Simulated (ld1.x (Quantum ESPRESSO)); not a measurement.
## What the settings do to the TM potential of arsenic

Base potential:

- Element: arsenic
- Generator: ld1.x (Quantum ESPRESSO) 7.5
- Type: norm-conserving Troullier–Martins (Kleinman–Bylander form)
- Functional: PBE
- Relativity: fully relativistic
- Frozen core: [Ar] 3d10
- Valence charge: 5
- Reference configuration: 4s2 4p0 (charge +3)
- Partial waves: 4p (bound, empty): rc 1.45 bohr; 4d channel at -0.05 Ry: rc 1.35 bohr; 4s (bound): rc 1.50 bohr
- Local potential: the s channel
- Core correction: none

Open shells are filled in proportion to 2j + 1 (rel_dist='average').

All-electron outer shells of the reference configuration (PBE, scalar-relativistic, ld1.x):

```json
{"shell": "4s", "level (eV)": "-44.43", "outermost node (bohr)": "0.73", "outermost maximum (bohr)": "1.53"}
{"shell": "4p", "level (eV)": "-32.87", "outermost node (bohr)": "0.77", "outermost maximum (bohr)": "1.74"}
```

Cutoffs, loose and tight: the cutoffs (Ry, on a coarse ladder) from which the occupation-weighted sum of valence levels, in a spherical-Bessel basis at the reference potential, stays within 10 and 1 mRy of its value at 400 Ry. They do not see the model core or the augmentation charge, which bear on the density cutoff. Test errors are all-electron minus pseudo excitation energies from the reference, over the configurations 4s2 4p3; 4s2 4p2; 4s2 4p1; 4s1 4p3; 4s1 4p4; 4s2 4p2.5; 4s1 4p0. A dash means not determined; rows that change the core or the reference have their own tests.

A true bound ghost makes a file unfit for plane-wave use even where its test errors are small: the radial tests pick states by their node count and pass the ghost by.

```tsv
change	outcome	cutoff, loose	cutoff, tight	bound ghosts	largest test error (meV)
base	generated	35 Ry	50 Ry	p3/2, p1/2, d5/2, d3/2	+159
core correction a·sin(br)/r model core inside 0.52 bohr	generated	35 Ry	50 Ry	p3/2, p1/2, d5/2, d3/2	-95
core correction a·sin(br)/r model core inside 0.72 bohr	generated	35 Ry	50 Ry	p3/2, p1/2, d5/2, d3/2	-95
core correction a·sin(br)/r model core inside 0.82 bohr	generated	35 Ry	50 Ry	p3/2, p1/2, d5/2, d3/2	-95
core correction a·sin(br)/r model core inside 0.92 bohr	generated	35 Ry	50 Ry	p3/2, p1/2, d5/2, d3/2	-95
core correction a·sin(br)/r model core inside 1.10 bohr	generated	35 Ry	50 Ry	p3/2, p1/2, d5/2, d3/2	-94
core correction a·sin(br)/r model core inside 1.18 bohr	generated	35 Ry	50 Ry	p3/2, p1/2, d5/2, d3/2	-93
core correction a·sin(br)/r model core inside 1.38 bohr	generated	35 Ry	50 Ry	p3/2, p1/2, d5/2, d3/2	-86
core correction a·sin(br)/r model core inside 1.48 bohr	generated	35 Ry	50 Ry	p3/2, p1/2, d5/2, d3/2	-89
```

(1) What comes out with this change to the base: core correction a·sin(br)/r model core inside 1.66 bohr?

Results:

(1) outcome: generated; cutoff, loose: 35 Ry; cutoff, tight: 50 Ry; bound ghosts: p3/2, p1/2, d5/2, d3/2; largest test error (meV): -105.
